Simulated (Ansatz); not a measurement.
Start from `NBC(N)[SiH3]` and change one atom or group to get `NC([SiH3])N[SiH3]`.

Ansatz, PBE0-D4/def2-TZVP geometries, multiplicity 1. Each molecule was computed in one conformer, which needn't be the lowest.

```
                                        property  `NBC(N)[SiH3]`
               LUMO energy (PBE/def2-TZVPP) / eV           -0.77
           LUMO energy (ωB97M-V/def2-TZVPP) / eV            1.94
              HOMO energy (PBE0/def2-TZVPP) / eV           -6.66
               HOMO energy (PBE/def2-TZVPP) / eV           -5.24
size of the dipole moment (B3LYP/def2-TZVPP) / D            2.50
              LUMO energy (PBE0/def2-TZVPP) / eV            0.16
```

Task: What does the change do to each property? (Best estimate.)

Result: Ansatz gave: 
```json
{"property": "LUMO energy (PBE/def2-TZVPP) / eV", "`NC([SiH3])N[SiH3]`": "-0.70", "shift": "0.07"}
{"property": "LUMO energy (ωB97M-V/def2-TZVPP) / eV", "`NC([SiH3])N[SiH3]`": "1.74", "shift": "-0.20"}
{"property": "HOMO energy (PBE0/def2-TZVPP) / eV", "`NC([SiH3])N[SiH3]`": "-6.57", "shift": "0.09"}
{"property": "HOMO energy (PBE/def2-TZVPP) / eV", "`NC([SiH3])N[SiH3]`": "-5.29", "shift": "-0.05"}
{"property": "size of the dipole moment (B3LYP/def2-TZVPP) / D", "`NC([SiH3])N[SiH3]`": "1.08", "shift": "-1.42"}
{"property": "LUMO energy (PBE0/def2-TZVPP) / eV", "`NC([SiH3])N[SiH3]`": "0.14", "shift": "-0.02"}
```

Dipoles are sizes alone; their direction can turn.

B3LYP here is the variant with VWN-RPA as its local correlation; programs differ in this.
